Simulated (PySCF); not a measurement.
**Si²⁺: ionisation energy**

Si²⁺ [Ne] 3s2 (1S) → Si³⁺ [Ne] 3s1 (2S), as a difference of total energies. Calculation: PySCF 2.14, in aug-cc-pwCVDZ (6s5p3d, 36 functions); no relativity, point nucleus. Correlated levels: nothing frozen. The calculations carry no spin-orbit coupling.

| method | ionisation energy (eV) | error (eV) |
| --- | --- | --- |
| UHF | 31.981 | -1.512 |
| MP2 (all electrons) | 32.988 | -0.505 |
| SCS-MP2 (all electrons) | 33.101 | -0.392 |
| CCSD (all electrons) | 33.274 | -0.219 |
| CCSD(T) (all electrons) | 33.300 | -0.193 |

Reference: 33.493 eV (measured; NIST Atomic Spectra Database, ionization energies).

Errors of the correlated levels include the incompleteness of this basis.
